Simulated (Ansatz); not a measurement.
Basis-set extrapolation for C₂H₈SSi₂, SMILES `C=C[SiH2][SiH2]S` (PBE0-D4/def2-TZVP geometry, frozen core, Ansatz 0.2.0). Multiplicity 1, RHF reference.

```tsv
	def2-TZVPP	def2-QZVPP
HF	-1055.859667	-1055.892238
MP2 correlation	-0.751998	-0.807312
CCSD(T) correlation	-0.860659	not run
```

Energies in hartree. Use E(X) = E(∞) + A·exp(−7.88·√X) for Hartree–Fock and E(X) = E(∞) + B·X^(−2.97) for correlation, with X = 3 and 4, and add CCSD(T) minus MP2 of the smaller set to the MP2 limit.

Task: What is the CCSD(T) energy at the basis-set limit?

Result: HF limit: -1055.892238 + (-0.032571) × 0.13774 = -1055.89672. MP2 limit: -0.807312 + (-0.055314) × 0.74074 = -0.84829. Higher-order term: -0.860659 − (-0.751998) = -0.10866. Total: -1056.85367 hartree, 350.1 kJ/mol below CCSD(T)/def2-TZVPP.
